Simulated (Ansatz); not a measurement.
`FC[CH](F)[SnH3]`, relaxed with RKS PBE0-D4/def2-TZVP in Ansatz 0.2.0 from a PBE-D4/def2-SVP geometry. The force threshold is 0.005 eV/Å; the program also tests the step.

The species carries charge 0 and has multiplicity 1. Sn: def2 effective core potential.

Start:

```xyz
11

F     1.731   -2.103    0.041
C     1.055   -0.977   -0.411
C    -0.031   -0.565    0.547
F    -1.064   -1.502    0.560
Sn   -0.935    1.385    0.008
H     0.619   -1.203   -1.411
H     1.785   -0.141   -0.522
H     0.388   -0.493    1.576
H    -2.207    1.685    1.131
H     0.234    2.660    0.071
H    -1.577    1.254   -1.590
```

By how much does the energy fall, and how many steps does the optimiser take? (Best estimate.)

Computed: 4.33 kJ/mol, in 11 steps.

Which bonds change most? (Best estimate.)

Computed: C3–Sn5 from 2.216 to 2.185 Å; Sn5–H10 from 1.730 to 1.708 Å; Sn5–H9 from 1.723 to 1.701 Å; Sn5–H11 from 1.727 to 1.705 Å.

Give the relaxed structure. (An estimate is asked.)

Computed: 
```xyz
11

F     1.723   -2.064    0.030
C     1.016   -0.968   -0.431
C    -0.019   -0.536    0.555
F    -1.024   -1.491    0.642
Sn   -0.934    1.371    0.009
H     0.554   -1.246   -1.383
H     1.732   -0.154   -0.598
H     0.432   -0.444    1.549
H    -2.252    1.629    1.053
H     0.223    2.615    0.187
H    -1.453    1.288   -1.613
```
